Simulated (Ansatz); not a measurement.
C3H6Cl, SMILES C[C](C)Cl (connectivity only; charge and spin as stated), charge +1, multiplicity 1.

Geometry: B3LYP-D3(BJ)/def2-SVP. The spin state was assumed, not searched. The isomer is the one that the SMILES or the coordinates give; other isomers of the formula were not compared.

Two levels are set side by side: PBE/def2-SVPD (Ansatz, a program for electronic structure) and PBE0/def2-SVPD (Ansatz). Energy differences of separate SCF runs at the same geometry; the states with an electron removed or added have multiplicity 2 and 2. Differences are taken from unrounded values.

```csv
quantity,PBE0,PBE,PBE minus PBE0
vertical ionisation energy (eV),17.69,17.39,-0.30
vertical electron affinity (eV),7.11,6.90,-0.21
vertical singlet–triplet gap (eV),3.97,3.92,-0.05
```
